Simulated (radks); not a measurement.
Question: Valence configurations of Tc IV (all share [Kr]). All-electron calculation, non-relativistic Kohn-Sham, SCAN, spin-polarised, spherical densities, point nucleus; open shells are filled with parallel spins first (spin-orbit coupling, left out, can overturn this in heavy ions); meta-GGA in the generalised Kohn-Sham scheme; relativity is left out, which matters for an element this heavy. Program: a radial shooting solver on a logarithmic mesh with Libxc functionals. Order these by energy: 4d3 5s0.5 5p0.5; 4d3 5s1; 4d3 5p1; 4d3.5 5s0.5; 4d3.5 5p0.5; 4d2 5s1.5 5p0.5; 4d4.

Answer: From the lowest, in eV above it: 4d4 0.000; 4d3.5 5s0.5 5.149; 4d3.5 5p0.5 8.282; 4d3 5s1 10.429; 4d3 5s0.5 5p0.5 13.758; 4d3 5p1 16.982; 4d2 5s1.5 5p0.5 27.373. NIST lists [Kr] 4d4 as the ground configuration; this level of theory agrees among the configurations tried. The energies are those of spherical high-spin densities, not of single terms. No valid solution was reached for [Kr] 4d2 5s2; [Kr] 4d2.5 5s1.5; [Kr] 4d1 5s1.5 5p1.5. Relativity is left out, which favours d and f over s occupation in heavy atoms.
